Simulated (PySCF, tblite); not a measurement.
Calculations on `OCC1=C[C]=CC=C1` [radical], in the order of a workflow; each names the level of the geometry that it ran on. Settings lines and outputs come from a driver script.

Compound: C7H7O (doublet state).
Atom-mapped SMILES: `[OH:1][CH2:2][c:3]1[cH:4][c:5][cH:6][cH:7][cH:8]1` (hydrogens: H9 on O1; H10, H11 on C2; H12 on C4; H13 on C6; H14 on C7; H15 on C8)

Step 1: GFN2-xTB geometry optimisation, gas phase (tblite 0.8.0) (from a force-field or distance-geometry start)
```json
{"job": {"kind": "relax", "xc": "GFN2-xTB", "basis": "xTB"}, "charge": 0, "multiplicity": 2}
```
```
step      E/eV     max force
  0    -612.03458    2.222
  1    -612.10680    0.617
  2    -612.12351    0.340
...
 64    -612.19519    0.018
 65    -612.19522    0.016
 66    -612.19524    0.011
 67    -612.19525    0.012
 68    -612.19526    0.010
```

Energy lowered by 3.7 kcal/mol over 68 steps; largest atomic force 0.010 eV/Å at the end. «max force» is the largest atomic force in eV/Å.

Step 2: GFN2-xTB harmonic vibrations, gas phase (tblite 0.8.0) (on the GFN2-xTB geometry)
```json
{"job": {"kind": "ir", "xc": "GFN2-xTB", "basis": "xTB"}, "charge": 0, "multiplicity": 2}
```
```
(table of modes left out)
```

39 modes from -21 to 3542 cm⁻¹ (unscaled, harmonic, a negative number standing for an imaginary wavenumber); zero-point energy 72.7 kcal/mol from the real modes; the lowest is imaginary at this level.

Step 3: UKS B3LYP, pcH-1 on C H O, non-relativistic, mean-field spin-orbit, GIAO (PySCF 2.14.0) (on the GFN2-xTB geometry)
```json
{"job": {"kind": "epr", "basis": "pcH-1"}, "charge": 0, "multiplicity": 2}
```
```
...
E = -346.11224573 Eh   <S^2> = 0.7569 (exact 0.7500)
g shifts (ppm)      1          2          3
  rmc          -164       -164       -164
  gc             30         12        -28
  oz_so        -669        -24        965
  total        -803       -176        773
hyperfine (MHz)  atom isotope    a_iso     a_fc   dipolar eigenvalues
    0   17O      -0.50      -0.50     -1.34      0.65      0.68
    1   13C       4.90       4.90     -1.39     -1.24      2.63
    2   13C      41.76      41.76     -6.76     -2.62      9.39
    3   13C      13.43      13.43    -13.76     -2.52     16.28
    4   13C     394.36     394.36    -79.07    -62.66    141.73
    5   13C      14.04      14.04    -13.99     -2.25     16.23
    6   13C      48.58      48.58     -6.37     -2.27      8.63
    7   13C      -7.28      -7.28     -6.35      2.31      4.04
    8    1H       0.06       0.06     -1.23     -0.50      1.72
    9    1H       4.07       4.07     -1.28     -0.73      2.01
   10    1H      -0.52      -0.52     -1.63     -0.84      2.47
   11    1H      56.08      56.08     -6.88     -5.66     12.55
   12    1H      56.20      56.20     -6.89     -5.68     12.57
   13    1H      15.44      15.44     -3.10     -2.24      5.34
   14    1H       6.42       6.42     -1.56      0.36      1.20
```

⟨S²⟩ 0.757; g_iso 2.0023. rmc, gc and oz_so are the mass-correction, gauge-correction and orbital-Zeeman/spin–orbit parts of the g shift along its three principal axes; a_iso is the isotropic hyperfine coupling and a_fc its Fermi-contact part. The log counts atoms from 0, this text from 1.

Which step took the most CPU time, and about what did each take on one thread, Arm Neoverse V2 (aarch64), on a shared host?

Step 3, about 99 % of the total. CPU time by step: 1: 0.29 s, 2: 0.32 s, 3: 53 s.

Geometry of the electronic-property runs (GFN2-xTB):
```
atom  x, y, z in Å
O1    -2.4651   -0.9479    0.5005
C2    -1.8647   -0.1480   -0.4973
C3    -0.4053    0.1126   -0.2157
C4     0.0105    1.3588    0.2642
C5     1.3336    1.5208    0.5452
C6     2.2888    0.5590    0.4007
C7     1.8702   -0.6840   -0.0723
C8     0.5373   -0.8954   -0.3719
H9    -2.3564   -0.5128    1.3538
H10   -1.9753   -0.7158   -1.4252
H11   -2.4048    0.8041   -0.6023
H12   -0.7059    2.1571    0.3964
H13    3.3266    0.7363    0.6376
H14    2.5935   -1.4760   -0.2038
H15    0.2125   -1.8609   -0.7320
```

 GFN2-xTB frequencies show an imaginary mode (21i cm⁻¹), so this geometry is no minimum at that level. (This holds for the electronic-property runs.)

One conformer stands for the species.
